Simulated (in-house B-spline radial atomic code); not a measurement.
Response of Yb2+ as one setting changes: the radius of a hard wall (bohr). Method: TDHF. A dash marks a strongly mixed or unbound state. A box has no continuum, so excitations may lie above minus the highest level. Computed with an all-electron radial atomic-structure program (B-spline basis): linear response of the closed shell [Xe] 4f14 with bare exchange (time-dependent Hartree-Fock); scalar-relativistic (spin-free one-electron X2C), finite nucleus, no spin-orbit coupling, no double excitations, S, P, D and F terms only; shells from n = 3 respond. Only terms of natural parity with L up to 3 were computed.

Spin-orbit coupling is strong here, so these LS terms don't match observed levels.

```
radius of a hard wall (bohr)  lowest 1P (eV)  lowest 3P, Tamm-Dancoff (eV)  minus highest occupied level (eV)  α (bohr³)
                         2.5  4f → 5d 17.304                4f → 5d 13.228                             15.823      2.931
                           3               ?                             ?                                  ?          ?
                         3.5  4f → 5d 10.145                 4f → 5d 7.343                             26.449      4.999
                           4   4f → 5d 9.059                 4f → 5d 6.535                             27.530      5.611
                         4.5   4f → 5d 8.485                 4f → 5d 6.130                             27.910      5.964
                         5.5               ?                             ?                                  ?          ?
                         6.5   4f → 5d 7.919                 4f → 5d 5.772                             28.100      6.283
                           8   4f → 5d 7.893                 4f → 5d 5.760                             28.102      6.293
                          10   4f → 5d 7.890                 4f → 5d 5.759                             28.102      6.294
                          15   4f → 5d 7.890                 4f → 5d 5.759                             28.102      6.294
```

Task: What belongs in the row for 3?

Result: lowest 1P (eV): 4f → 5d 12.311; lowest 3P, Tamm-Dancoff (eV): 4f → 5d 9.044; minus highest occupied level (eV): 23.512; α (bohr³): 4.083.

Task: What belongs in the row for 5.5?

Result: lowest 1P (eV): 4f → 5d 8.030; lowest 3P, Tamm-Dancoff (eV): 4f → 5d 5.835; minus highest occupied level (eV): 28.082; α (bohr³): 6.23.
